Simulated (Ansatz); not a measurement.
Relaxation of ClF$_{6}$Mo (8 atoms, charge 0, multiplicity 2), to a largest force component of 0.03 eV/Å in at most 50 steps.

These are results of Ansatz, UKS PBE/def2-SVP, not measurements.

```xyz
8
Properties=species:S:1:pos:R:3:forces:R:3
Mo -0.001 0.002 -0.353 -0.01 0.00 0.27
F 0.412 -0.413 2.551 1.45 -1.45 -2.08
F 1.839 0.093 -0.115 0.07 0.01 0.01
F -0.001 1.735 0.336 -0.03 -0.05 -0.02
F -1.734 0.001 0.336 0.05 0.03 -0.02
F -0.093 -1.839 -0.115 0.00 -0.07 0.01
F 0.017 -0.017 -2.167 -0.04 0.04 -0.02
Cl -0.438 0.439 3.598 -1.50 1.50 1.85
```

Problem. Where does it end, and by what steps?

Solution. It converged. The force dipped under the threshold on the way, but the program's further checks kept it going. After 13 steps the energy has fallen by 1.962 eV; F2 moved furthest, 0.75 Å. Parted: F2–Cl8 (1.59 → 2.78 Å). Joined: Mo1–F2 (2.96 → 1.85 Å).

```tsv
step	energy less start (eV)	largest force component (eV/Å)	accepted
0	0.0000	2.080	yes
1	-0.1496	1.375	yes
2	-0.3242	1.305	yes
3	-0.6883	2.117	yes
4	-0.9869	2.717	yes
5	-1.5071	1.286	yes
6	-1.7525	0.687	yes
7	-1.8941	0.858	yes
8	-1.9514	0.077	yes
9	-1.9599	0.061	yes
10	-1.9612	0.014	yes
11	-1.9615	0.054	yes
12	-1.9614	0.068	no
13	-1.9617	0.005	yes
```

```xyz
8
Properties=species:S:1:pos:R:3
Mo 0.120 -0.120 0.030
F 0.485 -0.485 1.809
F 1.928 -0.088 -0.323
F 0.159 1.685 0.391
F -1.685 -0.159 0.391
F 0.088 -1.928 -0.323
F -0.234 0.234 -1.742
Cl -0.860 0.860 3.837
```

Whether the end is a true minimum wasn't checked by a vibrational analysis.

The run took 110 s on 4 threads of Arm Neoverse V1, on a shared host, peak memory 0.41 GiB.
